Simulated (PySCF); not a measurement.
C2H4ClNOSi, SMILES O[Si@@]1(Cl)C=NC1. Atoms are numbered in the order given.

```xyz
10

O      1.4731     0.2554    -1.3002
Si     0.2242     0.0709    -0.2309
Cl     0.8699    -1.1710     1.3183
C     -0.8454     1.5317     0.2820
N     -1.9067     1.0820    -0.2919
C     -1.5103    -0.2062    -0.9422
H      2.3708     0.0609    -1.0044
H     -0.8504     2.4777     0.8402
H     -2.1195    -1.0459    -0.5724
H     -1.6314    -0.1497    -2.0359
```

Coordinates come from a B3LYP-D3(BJ)/def2-SVP optimisation. The structure was generated by enumeration; whether it is a known compound was not checked. The values are those of a single conformer.

The numbers are results of M06-2X/def2-TZVP run with PySCF, not measurements.

Atomic charges (e):

| atom | IAO | Löwdin |
|---|---|---|
| O1 | -0.80 | -0.11 |
| Si2 | 1.27 | -0.12 |
| Cl3 | -0.34 | 0.20 |
| C4 | -0.29 | -0.29 |
| N5 | -0.24 | 0.11 |
| C6 | -0.47 | -0.36 |
| H7 | 0.38 | 0.19 |
| H8 | 0.16 | 0.12 |
| H9 | 0.16 | 0.13 |
| H10 | 0.16 | 0.13 |

Computed Mayer and Wiberg (Löwdin basis) orders of the bonds:
```json
[
 {"bond": "O1–Si2", "Mayer": "1.22", "Wiberg": "1.69"},
 {"bond": "Si2–Cl3", "Mayer": "1.16", "Wiberg": "1.75"},
 {"bond": "Si2–C4", "Mayer": "0.96", "Wiberg": "1.05"},
 {"bond": "C4–N5", "Mayer": "1.85", "Wiberg": "2.25"},
 {"bond": "Si2–C6", "Mayer": "1.00", "Wiberg": "1.06"},
 {"bond": "N5–C6", "Mayer": "0.90", "Wiberg": "1.25"},
 {"bond": "O1–H7", "Mayer": "0.86", "Wiberg": "1.01"},
 {"bond": "C4–H8", "Mayer": "0.93", "Wiberg": "0.90"},
 {"bond": "C6–H9", "Mayer": "0.94", "Wiberg": "0.89"},
 {"bond": "C6–H10", "Mayer": "0.94", "Wiberg": "0.88"}
]
```
